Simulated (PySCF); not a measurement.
# Indium: highly charged ions in a basis for the neutral atom

In¹⁶⁺ [Ar] 3d10 4s2 4p3, In¹⁷⁺ [Ar] 3d10 4s2 4p2. All numbers are calculated (PySCF 2.14, a scalar-relativistic core potential, in cc-pVTZ-PP with ECP28MDF (5s4p3d1f, 39 functions)). No spin-orbit coupling, so a gap to NIST mixes the basis error with missing relativistic terms.

Changed run: basis of the neutral atom used for a highly charged ion. This setting is unsound on purpose.

```tsv
species	method	sound run (hartree)	changed run (hartree)	converged
In¹⁶⁺	UHF	not run	-91.84349	yes
In¹⁶⁺	BP86	not run	-92.08936	yes
In¹⁶⁺	LDA	not run	-91.84040	yes
In¹⁷⁺	UHF	not run	-76.05085	yes
In¹⁷⁺	BP86	not run	-76.27933	yes
In¹⁷⁺	LDA	not run	-76.06118	yes
```

Ionisation energy of In¹⁶⁺:

| method | changed run (eV) | NIST (eV) |
| --- | --- | --- |
| UHF | 429.74 | 425 ± 3 |
| BP86 | 430.21 | 425 ± 3 |
| LDA | 429.37 | 425 ± 3 |

The contracted functions were made for the neutral atom and can be too rigid for a highly charged ion.
